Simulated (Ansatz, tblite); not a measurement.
Potential energy curve for SAl (cation, charge +1), lowest triplet found (which spin is the ground state isn't settled by this scan).

Levels: UCCSDT = CCSDT on UHF/cc-pVDZ, frozen core (Ansatz, a program for electronic structure); UCCSD = CCSD on UHF/cc-pVDZ, frozen core run with Ansatz; UKS-CAM-B3LYP = unrestricted CAM-B3LYP/cc-pVDZ (Ansatz); GFN2-xTB, 300 K electronic temperature (tblite).

Energies are in kcal/mol, each relative to the lowest point of its own curve between 1.89 and 2.45 Å, where full CI is lowest.

```json
[
 {"R / Å": "1.62", "UCCSDT": "131.5", "UCCSD": "130.3", "UKS-CAM-B3LYP": "122.1", "GFN2-xTB": "192.1"},
 {"R / Å": "1.77", "UCCSDT": "57.3", "UCCSD": "56.4", "UKS-CAM-B3LYP": "51.6", "GFN2-xTB": "66.9"},
 {"R / Å": "1.89", "UCCSDT": "25.6", "UCCSD": "25.0", "UKS-CAM-B3LYP": "22.1", "GFN2-xTB": "23.7"},
 {"R / Å": "1.95", "UCCSDT": "15.8", "UCCSD": "15.4", "UKS-CAM-B3LYP": "13.1", "GFN2-xTB": "12.4"},
 {"R / Å": "2.04", "UCCSDT": "6.5", "UCCSD": "6.2", "UKS-CAM-B3LYP": "4.8", "GFN2-xTB": "3.2"},
 {"R / Å": "2.13", "UCCSDT": "1.7", "UCCSD": "1.6", "UKS-CAM-B3LYP": "0.9", "GFN2-xTB": "0.0"},
 {"R / Å": "2.24", "UCCSDT": "0.0", "UCCSD": "0.0", "UKS-CAM-B3LYP": "0.0", "GFN2-xTB": "0.8"},
 {"R / Å": "2.26", "UCCSDT": "0.0", "UCCSD": "0.0", "UKS-CAM-B3LYP": "0.1", "GFN2-xTB": "1.3"},
 {"R / Å": "2.36", "UCCSDT": "0.9", "UCCSD": "0.8", "UKS-CAM-B3LYP": "1.7", "GFN2-xTB": "4.9"},
 {"R / Å": "2.45", "UCCSDT": "2.5", "UCCSD": "2.2", "UKS-CAM-B3LYP": "3.7", "GFN2-xTB": "9.0"}
]
```

At the longest distance, 2.45 Å, GFN2-xTB lies highest above its minimum (9.0 kcal/mol) and UCCSD lowest (2.2 kcal/mol).

The scan ran from 1.62 to 7.75 Å; beyond the distances shown full CI changes its symmetry label.
